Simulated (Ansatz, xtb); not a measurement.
**C5H4F2Se: which of two isomers lies lower**

We compare I, `FCc1cc[se]c1F`, a singlet, with II, `FC(F)c1ccc[se]1`, a singlet. Both are isolated molecules in the gas phase, relaxed with r2SCAN-D4/def2-SVP; the shapes shown needn't be the lowest conformers.

I (Å):

```yaml
atoms:
  - { symbol: C, position_ang: [-1.0333, 2.0655, 0.3877] }
  - { symbol: C, position_ang: [0.1987, 1.2211, 0.3644] }
  - { symbol: C, position_ang: [0.5889, 0.4040, -0.7496] }
  - { symbol: C, position_ang: [1.7567, -0.2891, -0.5993] }
  - { symbol: C, position_ang: [1.0973, 1.1589, 1.3961] }
  - { symbol: F, position_ang: [-1.0569, 2.9154, -0.7072] }
  - { symbol: F, position_ang: [0.9993, 1.8120, 2.5478] }
  - { symbol: Se, position_ang: [2.5497, 0.0213, 1.0668] }
  - { symbol: H, position_ang: [-1.0723, 2.6670, 1.3109] }
  - { symbol: H, position_ang: [-1.9411, 1.4372, 0.3366] }
  - { symbol: H, position_ang: [-0.0077, 0.3565, -1.6647] }
  - { symbol: H, position_ang: [2.2356, -0.9570, -1.3154] }
```

II (Å):

| atom | x (Å) | y (Å) | z (Å) |
| --- | --- | --- | --- |
| C | -2.4591 | 1.0481 | 1.2240 |
| C | -1.2375 | 0.3710 | 0.6979 |
| C | -1.1529 | -0.4412 | -0.4058 |
| C | 0.1412 | -0.9958 | -0.6377 |
| C | 1.0931 | -0.6314 | 0.2809 |
| F | -2.1266 | 2.2330 | 1.8132 |
| F | -3.3210 | 1.3027 | 0.2028 |
| Se | 0.4048 | 0.5111 | 1.5766 |
| H | -3.0068 | 0.4509 | 1.9785 |
| H | -2.0162 | -0.6298 | -1.0489 |
| H | 0.3635 | -1.6530 | -1.4824 |
| H | 2.1447 | -0.9200 | 0.2993 |

Q: Which of the two would you expect CCSD(T)/def2-SVP + ΔMP2/def2-TZVPP electronic energies to favour?

A: Structure II; the calculation gives E(II) − E(I) = −13.4 kcal/mol.

The same difference at several levels:

```
                             level            geometry  E(II) − E(I) (kcal/mol)  departure from the last row (kcal/mol)  job, with rough time for the two
                r2SCAN-D4/def2-SVP  r2SCAN-D4/def2-SVP                     −13.4                                     0.0             optimisation, 1.8 min
                       HF/def2-SVP  r2SCAN-D4/def2-SVP                     −14.3                                    −0.9           part of the CCSD(T) run
                      MP2/def2-SVP  r2SCAN-D4/def2-SVP                     −15.1                                    −1.7           part of the CCSD(T) run
                  CCSD(T)/def2-SVP  r2SCAN-D4/def2-SVP                     −14.0                                    −0.6                      single point
CCSD(T)/def2-SVP + ΔMP2/def2-TZVPP  r2SCAN-D4/def2-SVP                     −13.4                                                       single point, 2 min
```

As drawn, both hold the same kinds of bond in the same numbers.

None of the levels shown reverses the order. The largest departure from CCSD(T)/def2-SVP + ΔMP2/def2-TZVPP is that of MP2/def2-SVP, 1.7 kcal/mol. Levels run at GFN2-xTB geometries aren't shown. The last row adds to CCSD(T) the change of the MP2 difference between the two basis sets, here +0.6 kcal/mol.

With thermal terms from frequencies at re-optimised GFN2-xTB minima (ideal gas, soft modes damped towards free rotors, one conformer each, 298.15 K, 1 atm): the zero-point term adds 0.0 kcal/mol; ΔH is −13.6 and ΔG −13.3 kcal/mol.

The correlated steps freeze 16 core orbitals; the filled d shell of Se is correlated, in a basis made for valence electrons. Run with Ansatz 0.2.0, xtb 6.7.1; the last row on 4 threads of Arm Neoverse V2 on a shared host.
